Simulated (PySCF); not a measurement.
## Mayer bond orders and bond lengths

C7H10OSSi.
Atom-mapped SMILES: `[CH:1]#[C:2][SiH2:3]/[C:4](=[CH:5]/[S:6][CH3:7])[C:8]([CH3:9])=[O:10]` (hydrogens: H11 on C1; H12, H13 on Si3; H14 on C5; H15, H16, H17 on C7; H18, H19, H20 on C9)

Cartesian coordinates in Å at the GFN2-xTB level; atoms count from 1:
```xyz
20
C7H10OSSi angstrom
C      3.1648   -2.0792   -0.3174
C      2.7986   -0.9358   -0.3778
Si     2.2431    0.8373   -0.4570
C      0.3581    0.7360   -0.2339
C     -0.3219   -0.4050   -0.0706
S     -2.0327   -0.6347    0.1585
C     -2.0803   -2.4469    0.3017
C     -0.1434    2.0991   -0.2669
C     -1.6045    2.3908   -0.0989
O      0.6849    2.9842   -0.4325
H      3.4891   -3.0796   -0.2648
H      2.8499    1.5401    0.6712
H      2.5797    1.3589   -1.7792
H      0.2207   -1.3404   -0.0712
H     -1.4597   -2.7611    1.1356
H     -1.7361   -2.8942   -0.6263
H     -3.1148   -2.7195    0.4842
H     -1.9485    2.0116    0.8625
H     -1.7758    3.4632   -0.1537
H     -2.1762    1.8859   -0.8762
```

Bond orders from the PBE0/pcSseg-1 density (PySCF). One conformer (not necessarily the lowest) at the GFN2-xTB geometry, without solvent, vibrations or thermal averaging.

Question: How far do the computed orders between heavy atoms stray from the drawn ones?

Answer: The largest departure is 0.439, at C1–C2 (drawn triple, 2.561). Drawn single, order below 0.88: Si3–C4 (0.834). Drawn double or triple, more than 0.30 short of the drawn order: C1–C2 (2.561).

Question: Give the Mayer order of every bond, beside its length.

Answer: 
```json
{"bond": "C1–C2", "drawn as": "triple", "length (Å)": "1.202", "Mayer order": "2.561"}
{"bond": "C2–Si3", "drawn as": "single", "length (Å)": "1.860", "Mayer order": "0.883"}
{"bond": "Si3–C4", "drawn as": "single", "length (Å)": "1.901", "Mayer order": "0.834"}
{"bond": "C4–C5", "drawn as": "double", "length (Å)": "1.338", "Mayer order": "1.736"}
{"bond": "C5–S6", "drawn as": "single", "length (Å)": "1.741", "Mayer order": "1.094"}
{"bond": "S6–C7", "drawn as": "single", "length (Å)": "1.818", "Mayer order": "0.992"}
{"bond": "C4–C8", "drawn as": "single", "length (Å)": "1.453", "Mayer order": "1.045"}
{"bond": "C8–C9", "drawn as": "single", "length (Å)": "1.499", "Mayer order": "1.054"}
{"bond": "C8–O10", "drawn as": "double", "length (Å)": "1.224", "Mayer order": "1.831"}
{"bond": "C1–H11", "drawn as": "single", "length (Å)": "1.053", "Mayer order": "1.087"}
{"bond": "Si3–H12", "drawn as": "single", "length (Å)": "1.461", "Mayer order": "0.936"}
{"bond": "Si3–H13", "drawn as": "single", "length (Å)": "1.461", "Mayer order": "0.936"}
{"bond": "C5–H14", "drawn as": "single", "length (Å)": "1.081", "Mayer order": "0.882"}
{"bond": "C7–H15", "drawn as": "single", "length (Å)": "1.086", "Mayer order": "0.947"}
{"bond": "C7–H16", "drawn as": "single", "length (Å)": "1.086", "Mayer order": "0.947"}
{"bond": "C7–H17", "drawn as": "single", "length (Å)": "1.085", "Mayer order": "0.954"}
{"bond": "C9–H18", "drawn as": "single", "length (Å)": "1.089", "Mayer order": "0.930"}
{"bond": "C9–H19", "drawn as": "single", "length (Å)": "1.087", "Mayer order": "0.942"}
{"bond": "C9–H20", "drawn as": "single", "length (Å)": "1.089", "Mayer order": "0.930"}
```

By pair of heavy elements: C–C: lowest C4–C8 (1.045, 1.453 Å), highest C1–C2 (2.561, 1.202 Å). C–Si: lowest Si3–C4 (0.834, 1.901 Å), highest C2–Si3 (0.883, 1.860 Å). C–S: lowest S6–C7 (0.992, 1.818 Å), highest C5–S6 (1.094, 1.741 Å).

Question: Sum the orders of all bonds at each heavy atom with more than one neighbour and set the sums beside the valence in the SMILES.

Answer: C1 3.648 (drawn 4), C2 3.444 (drawn 4), Si3 3.589 (drawn 4), C4 3.615 (drawn 4), C5 3.712 (drawn 4), S6 2.086 (drawn 2), C7 3.840 (drawn 4), C8 3.930 (drawn 4), C9 3.856 (drawn 4). Orders between atoms that aren't bonded are not in these sums.

For a closed shell the Mayer order of atoms A and B is Σ (PS)μν (PS)νμ over the basis functions μ on A and ν on B, with P the density and S the overlap matrix.

The run behind these numbers computed NMR shieldings as well. Hardware: an Arm Neoverse V2 with one thread (shared host). Cost: 57 s, 0.99 GiB resident at most.
